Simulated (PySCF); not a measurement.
One of the candidates below gave these computed data.

All candidates are C7H8OS.

- Dipole: 1.62 D [PBE0/def2-SVPD]
- Rotational structure: rotational constants A, B, C: 1.783, 1.345, 1.143 GHz [GFN2-xTB]
- Triplet: lowest triplet excitation (Tamm–Dancoff): 3.69 eV [TDA PBE0/def2-SVPD]
- 1H NMR: chemical shifts (computed TMS as zero) by class: 3.70 (1 H), 3.53 (1 H), 3.04 (1 H), 3.02 (1 H), 1.74 (1 H), 1.41 (3 H) ppm [GIAO PBE0/pcSseg-1]
- 13C NMR: chemical shifts (computed TMS as zero) by class: 214.3 (1 C), 89.2 (1 C), 80.4 (1 C), 46.1 (1 C), 46.0 (1 C), 39.9 (1 C), 24.0 (1 C) ppm [GIAO PBE0/pcSseg-1]
- UV, first state: lowest singlet excitation: 4.15 eV (299 nm, f = 0.003) [TDDFT PBE0/def2-SVPD]
- UV, strongest line: among the 6 lowest singlet transitions: S6 at 6.05 eV (205 nm, f = 0.024) [TDDFT PBE0/def2-SVPD]

The electronic properties come from PySCF, for the isolated species, density fitting. Levels stand in brackets. One conformer (not necessarily the lowest) at the GFN2-xTB geometry, without solvent, vibrations or thermal averaging. NMR classes are plain means over equivalent atoms (diastereotopic ones count apart unless rotation or inversion swaps them), as if these changed places fast.

Question: Which candidate is it?
A. `C[S@](=O)c1ccccc1`
B. `COc1cccc(S)c1`
C. `C#C[C@@]1(C)CSCC1=O`
D. `COc1ccc(S)cc1`
E. `C#CCC[S@](=O)CC#C`

Answer: C. It is `C#C[C@@]1(C)CSCC1=O`. Numbering: `[CH:1]#[C:2][C@@:3]1([CH3:4])[CH2:5][S:6][CH2:7][C:8]1=[O:9]`. Its formula, C7H8OS, gives 4 degrees of unsaturation: 1 ring and 3 π bonds in the structure found. 7 carbons fall into 7 classes; from least to most shielded: ketone carbonyl carbon [C8] (214.3 ppm), alkyne carbon [C2] (89.2 ppm), terminal alkyne carbon [C1] (80.4 ppm), ring sp3 carbon bound to sulfur [C5] (46.1 ppm), sp3 carbon next to a carbonyl [C3] (46.0 ppm), ring sp3 carbon bound to sulfur [C7] (39.9 ppm), methyl carbon [C4] (24.0 ppm). Hydrogen classes from least to most shielded: 1 H on an sp3 carbon bound to sulfur, C7 (3.70 ppm), 1 H on an sp3 carbon bound to sulfur, C7 (3.53 ppm), 1 H on an sp3 carbon bound to sulfur, C5 (3.04 ppm), 1 H on an sp3 carbon bound to sulfur, C5 (3.02 ppm), 1 H on a terminal alkyne carbon, C1 (1.74 ppm), 3 H on a methyl carbon, C4 (1.41 ppm, a mean of values up to 1.5 ppm apart in this geometry). S1 is mainly HOMO→LUMO (weight 0.72); the largest Löwdin shares of the orbital it empties are 0.68 on the sulfide sulfur and 0.09 on each of 2 atoms of one kind (sp3 carbon bound to sulfur), of the orbital it fills 0.34 on the ketone carbonyl carbon, 0.28 on the ketone oxygen, 0.08 on an sp3 carbon bound to sulfur and 0.06 on the terminal alkyne carbon. The optimised geometry has point group C1 and is an asymmetric top.

The others, at the same levels:
- `C[S@](=O)c1ccccc1` fails: it has 5 carbon classes against 7; its computed 13C shifts are 160.3 (1 C), 135.6 (1 C), 134.4 (2 C), 128.1 (2 C), 53.3 (1 C) ppm, 1H shifts are 7.87 (2 H), 7.83 (2 H), 7.73 (1 H), 2.25 (3 H) ppm and rotational constant A is 3.130 GHz (against 1.783 GHz).
- `COc1ccc(S)cc1` fails: it has 5 carbon classes against 7; its computed 13C shifts are 163.6 (1 C), 132.3 (1 C), 131.5 (2 C), 118.9 (2 C), 55.6 (1 C) ppm, 1H shifts are 7.21 (2 H), 6.87 (2 H), 3.84 (3 H), 3.47 (1 H) ppm and rotational constant A is 4.858 GHz (against 1.783 GHz).
- `C#CCC[S@](=O)CC#C` fails: its computed 13C shifts are 87.3 (1 C), 84.4 (1 C), 80.2 (1 C), 75.8 (1 C), 52.1 (1 C), 45.8 (1 C), 7.0 (1 C) ppm, 1H shifts are 3.61 (1 H), 3.42 (1 H), 3.40 (1 H), 3.03 (1 H), 2.71 (1 H), 2.23 (1 H), 1.96 (1 H), 1.42 (1 H) ppm and smallest rotational constant is 0.672 GHz (against 1.143 GHz).
- `COc1cccc(S)c1` fails: its computed 13C shifts are 167.1 (1 C), 144.1 (1 C), 135.1 (1 C), 121.7 (1 C), 121.0 (1 C), 107.6 (1 C), 55.7 (1 C) ppm, 1H shifts are 7.41 (1 H), 6.91 (1 H), 6.88 (1 H), 6.37 (1 H), 3.87 (3 H), 3.60 (1 H) ppm and lowest singlet excitation is 4.86 eV (255 nm, f = 0.042) (against 4.15 eV).

Each candidate is one conformer, not necessarily the lowest. The conformers computed, where there is a choice (atom-mapped SMILES and torsion angles):
- `[CH3:1][S@:2](=[O:3])[c:4]1[cH:5][cH:6][cH:7][cH:8][cH:9]1`: C1–S2–C4–C5 -81°
- `[CH3:1][O:2][c:3]1[cH:4][cH:5][c:6]([SH:7])[cH:8][cH:9]1`: C1–O2–C3–C4 -179°, H–S7–C6–C5 180°
- `[CH:1]#[C:2][CH2:3][CH2:4][S@:5](=[O:6])[CH2:7][C:8]#[CH:9]`: C2–C3–C4–S5 -162°, C3–C4–S5–O6 37°, C4–S5–C7–C8 -56°
- `[CH3:1][O:2][c:3]1[cH:4][cH:5][cH:6][c:7]([SH:8])[cH:9]1`: C1–O2–C3–C4 -1°, H–S8–C7–C6 180°

The conformers of `C#C[C@@]1(C)CSCC1=O` aren't listed.
